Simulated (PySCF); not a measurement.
## Spin states and ions at one geometry of [Tl(NH2)2]−

PySCF 2.14.0, RKS PBE0, Tl def2-SVP with ECP60, N def2-SVP, H def2-SVP; non-relativistic Hamiltonian with scalar-relativistic core potentials where named; density fitting; no spin-orbit coupling; singlets restricted, open shells unrestricted. The geometry is relaxed for charge -1, singlet, vacuum (a saddle point, kept by symmetry):

```xyz
7

Tl    0.0000    0.0000    0.0000
N     0.0000    0.0000    2.5223
H     0.5684    0.5684    3.1697
H    -0.5684   -0.5684    3.1697
N     0.0000    0.0000   -2.5223
H     0.5684   -0.5684   -3.1697
H    -0.5684    0.5684   -3.1697
```

Energies count from the relaxed state; an electron taken off or put on is at rest in vacuum. Charges and spins are Mulliken's.

| state | energy (eV) | spin squared | charge on Tl1 (e) | spin on Tl1 (e) | dipole about the centre of mass (D) |
| --- | --- | --- | --- | --- | --- |
| charge -1, singlet, vacuum | 0.00 | 0.00 | 0.05 | 0.00 | 0.00 |
| charge -1, triplet, vacuum | 2.27 | 2.01 | -0.28 | 1.22 | 0.00 |

Q: What does the state charge 0, doublet, vacuum give?

A: energy (eV) 1.73, spin squared 0.75, charge on Tl1 (e) 0.29, spin on Tl1 (e) 0.00, dipole about the centre of mass (D) 6.64.

With an electron taken off (doublet) the charges change, summed by element, by Tl +0.25 e, N +0.39 e, H +0.37 e. The vertical ionisation energy is 1.73 eV, against −ε(HOMO) = -0.08 eV of the relaxed state. The level lies 1.8 eV too high, as is usual for semilocal functionals and global hybrids, which keep a self-interaction error.

Open shells may have lower solutions than those found. Hard to converge, so the more doubtful: charge 0, doublet, vacuum.
